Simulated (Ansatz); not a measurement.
The cluster As2Se3⁻. The state is a doublet with charge -1. Geometry PBE-D4/def2-SVPD, basis def2-TZVPD, Ansatz.

```xyz
5

As   -1.298    0.251    0.887
As   -0.291   -0.435   -1.503
Se   -0.041    1.638    2.159
Se   -0.099   -1.884    0.500
Se    1.729    0.430   -2.042
```

```json
{"run": "A", "HOMO (eV)": "-1.34", "LUMO (eV)": "-0.71"}
{"run": "B", "HOMO (eV)": "-2.03", "LUMO (eV)": "-0.18"}
{"run": "C", "HOMO (eV)": "-2.23", "LUMO (eV)": "-0.17"}
{"run": "D", "HOMO (eV)": "-1.09", "LUMO (eV)": "-0.68"}
```

Another isomer (doublet) lies 0.09 eV lower at PBE0-D4/def2-TZVPD; other spin states weren't run for this one.

HOMO and LUMO are taken over both spins.

The runs used PBE, PBE0, r2SCAN, r2SCAN0. Estimate which is which.

A r2SCAN (0 % exact exchange); B PBE0 (25 % exact exchange); C r2SCAN0 (25 % exact exchange); D PBE (0 % exact exchange). Exact exchange lowers occupied and raises empty levels; among semilocal functionals meta-GGAs tend to open the gap a little, and such runs are hard to tell apart. The gap grows from 0.41 eV (PBE) to 2.06 eV (r2SCAN0).
